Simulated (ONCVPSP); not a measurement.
As, ONCV: configuration errors across variants

- Element: arsenic
- Generator: ONCVPSP 4.0.1
- Type: optimised norm-conserving Vanderbilt (ONCV)
- Functional: PBE
- Relativity: scalar-relativistic
- Frozen core: [Ar]
- Valence charge: 15
- Reference configuration: 3d10 4s2 (charge +3)
- Partial waves: 4s: rc 1.65 bohr, ncon 4, nbas 8, qcut 3.4 1/bohr, 2 projectors, debl 2.6 Ha; p scattering state at 0.32 Ha: rc 1.35 bohr, ncon 3, nbas 7, qcut 6.2 1/bohr, 2 projectors, debl 3.4 Ha; 3d: rc 0.70 bohr, ncon 4, nbas 9, qcut 26.1 1/bohr, 2 projectors, debl 1.5 Ha
- Local potential: polynomial inside 0.60 bohr (lpopt 5, dvloc0 2 Ha)
- Core correction: none

In the p channel the program set the typed energies aside and used 0.050, 3.450 Ha. In the d channel the program set the typed energies aside and used -2.753, 0.250 Ha.

All-electron excitation energies from the reference (eV): (1) 3d10 4s2 4p3 -54.771; (2) 3d10 4s2 4p2 -45.622; (3) 3d10 4s2 4p1 -27.704; (4) 3d10 4s1 4p3 -35.514.

2 further variants failed, have other tests or too few solved ones, and are left out.

A true bound ghost makes a file unfit for plane-wave use even where its test errors are small: the radial tests pick states by their node count and pass the ghost by.

Errors AE − PS in meV (a dash: test not solved or not reliable):

```csv
change,(1),(2),(3),(4),bound ghosts,GHOST(+) flags above zero
base,+324,+244,+127,+337,s,p
p: rc 1.1,-389,-280,-143,-433,"s, p",none
p: rc 1.28,+351,+264,+138,+367,s,p
p: rc 1.38,+316,+238,+124,+327,s,p
p: rc 1.64,+283,+213,+110,+291,s,p
p: rc 1.84,+305,+229,+120,+318,s,p
```

(1) Give the same row for: p: rc 1.52.

Answers

(1) +288, +216, +112, +294; bound ghosts: s; GHOST(+) flags above zero: p.
